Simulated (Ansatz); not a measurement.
Consider the redistribution: `[NH2][GeH2][CH2]F` + `C[O][Al]([OH])[Br]` → `[NH2][GeH]([OH])[CH2]F` + `C[O][AlH][Br]`.

Program: Ansatz. Geometries: PBE0-D4/def2-TZVP. ΔE: electronic, gas phase. CBS: MP2 limit from def2 TZ/QZ plus the TZ coupled-cluster correction, frozen cores. Functionals use def2-TZVPP. B3LYP here is the variant with VWN-RPA as its local correlation; programs differ in this. HSE06 is defined as in plane-wave codes. For Br, Ge outer-core shells are correlated without core-valence functions, which leaves a few kJ/mol of doubt a bond. Scalar relativity is left out up to krypton. One conformer a species, not always the lowest.

`[NH2][GeH2][CH2]F`:

Z-matrix (Å, degrees):
```
Ge
C 1 1.981
N 1 1.838 2 113.4
H 1 1.540 2 108.2 3 -119.3
H 1 1.536 2 108.8 3 119.1
F 2 1.390 1 109.5 3 -57.8
H 2 1.094 1 111.5 3 -177.5
H 2 1.094 1 111.0 3 61.4
H 3 1.011 1 113.5 2 60.8
H 3 1.011 1 114.3 2 -64.2
```

`C[O][Al]([OH])[Br]`:

Cartesian coordinates in Å:
```
C -0.745 -1.523 -0.250
O -0.164 -0.500 0.508
Al 0.492 1.000 0.193
O 1.092 1.909 1.473
Br 0.567 1.775 -1.920
H -0.776 -1.284 -1.320
H -0.176 -2.448 -0.122
H -1.769 -1.703 0.091
H 1.479 2.774 1.347
```

`[NH2][GeH]([OH])[CH2]F`:

Cartesian coordinates in Å:
```
N 1.558 -0.371 0.497
Ge -0.207 -0.647 0.133
O -1.103 -0.627 1.671
C -0.781 0.863 -1.007
F 0.128 1.910 -0.889
H 1.981 0.396 -0.003
H 2.169 -1.173 0.506
H -0.540 -2.017 -0.482
H -0.617 -0.130 2.334
H -1.765 1.225 -0.699
H -0.825 0.571 -2.061
```

`C[O][AlH][Br]`:

Z-matrix (Å, degrees):
```
C
O 1 1.400
H 1 1.094 2 109.8
H 1 1.094 2 109.8 3 118.7
H 1 1.096 2 112.3 3 -120.6
Al 2 1.672 1 136.8 3 119.9
Br 6 2.257 2 118.8 1 0.0
H 6 1.565 2 119.7 1 -180.0
```

| level | ΔE (kJ/mol) |
| --- | --- |
| BLYP-D4 | 84.5 |
| B3LYP-D4 | 86.6 |
| r2SCANh-D4 | 88.9 |
| ωB97M-V | 84.3 |
| PBE-QIDH | 86.6 |
| BLYP | 86.2 |
| HSE06 | 85.2 |
| LC-ωPBE | 86.3 |

**Question.** What does CCSD(T)/CBS give? (Estimate.)

**Answer.** Computed: +86.9 kJ/mol. The listed levels differ from it by -2.4, -0.3, 2.0, -2.6, -0.3, -0.7, -1.7, -0.6 kJ/mol.

Largest T1 diagnostic among the species: 0.011.

Leaving LDA and LC-ωPBE aside and taking each functional with its dispersion term where it has one, the values, not all of them listed here, spread over 9.3 kJ/mol, from B97M-V to r2SCAN0-D4. At CCSD(T), def2-SVP lies −5.5 kJ/mol from the extrapolated value and def2-TZVPP −0.8 kJ/mol.
